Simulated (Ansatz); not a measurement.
Consider the substitution at a C–O bond: `C[O][SnH2][SH]` + `C=CN[SiH3]` → `C=CN(C)[SiH3]` + `[OH][SnH2][SH]`.

Program: Ansatz. Geometries: PBE0-D4/def2-TZVP. ΔE: electronic, gas phase. CCSD(T)/CBS is the MP2 limit (def2-TZVPP, def2-QZVPP) plus CCSD(T) − MP2 in def2-TZVPP, frozen cores. This one scheme is used for every species. Functionals use def2-TZVPP. def2 core potentials past Kr. For Sn outer-core shells are correlated without core-valence functions, which leaves a few kJ/mol of doubt a bond. Each species was taken in one conformer, which may not be the lowest.

```tsv
level	ΔE (kJ/mol)	difference from CCSD(T)/CBS
PBE-D4	-34.6	1.3
B97M-V	-32.4	3.5
PBE0-D4	-35.6	0.3
ωB97M-V	-34.7	1.2
PBE0	-33.4	2.5
r2SCANh	-33.8	2.1
CAM-B3LYP	-29.7	6.2
LC-ωPBE	-33.8	2.1
CCSD/def2-SVP	-28.6	7.3
CCSD/CBS(def2)	-34.0	1.9
CCSD(T)/CBS	-35.9	0
```

Largest T1 diagnostic among the species: 0.013.

From BLYP to BHLYP (50 % exact exchange), in def2-TZVPP and without D4, ΔE moves by −3.8 kJ/mol. At CCSD(T), def2-SVP lies +5.9 kJ/mol from the extrapolated value and def2-TZVPP −0.2 kJ/mol.

CCSD(T)/CBS has its own doubt, a few kJ/mol and more with outer-core shells, so smaller differences from it don't rank the levels.
